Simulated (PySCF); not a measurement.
Below is a simulated gas-phase Ti 2p photoelectron spectrum of Ti(OH)Me3, `[CH3][Ti]([CH3])([CH3])[OH]`.

Every computed line was given a Gaussian of 0.6 eV full width at half maximum and an area set by the number of equivalent atoms (split 2:1 within a doublet); the highest printed point is 100. Theory: PySCF, delta-SCF UKS SCAN, pcX-2 on the ionised atom (unc-x2c-TZVPall on a metal), pcseg-1 elsewhere, spin-free X2C.

```tsv
binding energy (eV)	intensity
461.2	1
461.4	11
461.6	42
461.8	88
462.0	100
462.2	61
462.4	20
462.6	4
462.8	0
463.0	0
463.2	0
463.4	0
463.6	0
463.8	0
464.0	0
464.2	0
464.4	0
464.6	0
464.8	0
465.0	0
465.2	0
465.4	0
465.6	0
465.8	0
466.0	0
466.2	0
466.4	0
466.6	0
466.8	0
467.0	2
467.2	10
467.4	31
467.6	50
467.8	44
468.0	21
468.2	5
468.4	1
```

Count the maxima, the lines and the sites behind this envelope.

The curve has 2 maxima (at 461.9 and 467.7 eV). Under it lie 2 lines from 1 inequivalent titanium site, drawn as a 2p3/2, 2p1/2 pair.

Decompose the envelope and assign each component. Bonds: Ti1–O2, Ti1–C4, Ti1–C8, Ti1–C12. Hydrogens: H3 on O2; H5, H6, H7 on C4; H9, H10, H11 on C8; H13, H14, H15 on C12.

```
position (eV)  relative area      line  atoms                   environment
       461.94           0.67  Ti 2p3/2    Ti1  titanium bonded to 3 C and O
       467.66           0.33  Ti 2p1/2    Ti1  titanium bonded to 3 C and O
```

What are the centre and the root-mean-square width of the whole band?

The area-weighted mean of the lines is 463.85 eV. Their own spread about it is 2.70 eV (rms) and each Gaussian has σ = 0.6/2.355 = 0.25 eV; the variances add, which gives 2.71 eV.

The curve has no shake-up lines and no vibrational structure. The 2p values add to the ΔSCF energy of one spin-free hole a correction within the shell (spin–orbit coupling, ligand field). 2p1/2 minus 2p3/2 (ligand field included): Ti 5.72 eV. Satellites of the metal's 2p lines aren't described. Isolated species at its PBE0-D3(BJ)/def2-SVP geometry, gas phase. Metal 2p energies of this one-determinant scheme are less reliable than its 1s energies.

Hardware: one thread, Intel Xeon Platinum 8488C (x86_64), shared host with 96 logical CPUs at a one-minute load of 46. Cost: 65 s, 0.66 GiB resident at most.
